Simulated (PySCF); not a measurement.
The PySCF input:
```python
from pyscf import gto, scf, dft

mol = gto.M(
    atom='''
F     2.31170000   -0.42100000   -1.24130000
Ge    1.49920000    0.16900000    0.11660000
F     2.39310000   -0.28480000    1.46670000
F     1.56380000    1.85640000    0.01720000
O    -0.03660000   -0.42770000    0.20990000
Si   -1.66210000   -0.24150000   -0.09690000
H    -1.81360000    0.41760000   -1.39430000
H    -2.17920000    0.57240000    1.00280000
H    -2.07620000   -1.64030000   -0.08080000
''',
    basis='sto-3g',
    verbose=4,
    max_memory=1800,
)

mf = dft.RKS(mol)
mf.xc = 'camb3lyp'
mf = mf.density_fit(auxbasis='def2-universal-jkfit')
mf.kernel()
```

Question: What does this run give for the number of basis functions, Mulliken (on the basis functions themselves) charges in atom order, HOMO energy, dipole moment?

Answer: 
The number of basis functions is 50, the Mulliken (on the basis functions themselves) charges in atom order is F1 -0.26, Ge2 1.02, F3 -0.26, F4 -0.26, O5 -0.56, Si6 0.70, H7 -0.13, H8 -0.13, H9 -0.12 and the HOMO energy is -5.51 eV. The dipole moment is 1.98 D.
